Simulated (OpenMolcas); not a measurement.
## P I: effect of the IPEA shift

```yaml
Program: OpenMolcas
Basis: ANO-RCC-VDZP [4s3p1d]
Scalar_Hamiltonian: DKH2, point nucleus
Active_space: 5 electrons in 4 orbitals (3s 3p)
State_averaging: 2S+1 = 4 odd, 1 root; 2S+1 = 2 odd, 8 roots
Spin-orbit_coupling: RASSI with atomic mean-field integrals over the reference wave functions, term energies averaged over their components
```

Methods on the same reference wave functions:
A. CASSCF
B. SS-CASPT2, IPEA 0 Eh, imaginary shift 0.1 Eh (closed shells correlated: 2s 2p)
C. SS-CASPT2, IPEA 0.25 Eh, imaginary shift 0.1 Eh (closed shells correlated: 2s 2p)

Energies in eV above 3s2 3p3 4S* 3/2, the measured ground level; measured values from NIST Handbook of Basic Atomic Spectroscopic Data.

| Level | A | B | C | Measured |
| --- | --- | --- | --- | --- |
| 3s2 3p3 4S* 3/2 | 0.0000 | 0.0000 | 0.0000 | 0.0000 |
| 3s2 3p3 2D* 3/2 | 1.8941 | 1.696 | 1.643 | 1.4086 |
| 3s2 3p3 2D* 5/2 | 1.8955 | 1.697 | 1.644 | 1.4105 |
| 3s2 3p3 2P* 1/2 | 2.5620 | 2.562 | 2.495 | 2.3213 |
| 3s2 3p3 2P* 3/2 | 2.5626 | 2.562 | 2.495 | 2.3245 |

Deviations, from unrounded energies. A percentage is the sum of absolute deviations over the sum of measured energies, with the sign that they share, or ± where signs differ.

| Against measurement | Levels | A | B | C |
| --- | --- | --- | --- | --- |
| mean absolute deviation (cm-1) | 4 | 2900 | 2100 | 1600 |
| other terms of the ground configuration (%) | 4 | +19.4 | +14.1 | +10.9 |

C lies closest to measurement on these levels and A furthest from it. The largest miss of C in the table is 3s2 3p3 2D* 3/2, by +1900 cm-1. The ranking rests on the paired levels alone, and a cruder setting can come out closer through cancelling errors.

Between B and C the level of the table that moves most is 3s2 3p3 2P* 1/2, by 540 cm-1 (lowest in C, highest in B). Moves below CASPT2's spread within the term are not significant.

From A to B the spin-free energies of the other terms of 3s2 3p3 shown, above 4S*, scale by factors of 0.90 to 1.00.

The lowest spin-free term lies below A's lowest term by 0.082 hartree in B, 0.070 hartree in C.

Term energies are means over components that CASPT2 splits; among the terms shown or strongly mixed into the levels shown the widest spread is 190 cm-1 (3s2 3p3 2D*, C). No level of 3s 3p4 was computed, though it lies in the active space. Without dynamic correlation excited terms often stand tens of per cent too high (terms of higher spin than the ground term too low), and those without a measured partner can miss by more than the paired ones (holds for A). Some terms miss by over 15 % even with CASPT2, which points to a basis or an active space too small for the shells correlated (holds for B; C). Computed and measured levels are paired by configuration, term and J; levels that our copy of the source lacks, or whose pairing is in doubt (as where it misses far off the trend of its configuration), stay unpaired and out of the deviations. Levels of configurations outside the active space are missing.

* marks odd parity.
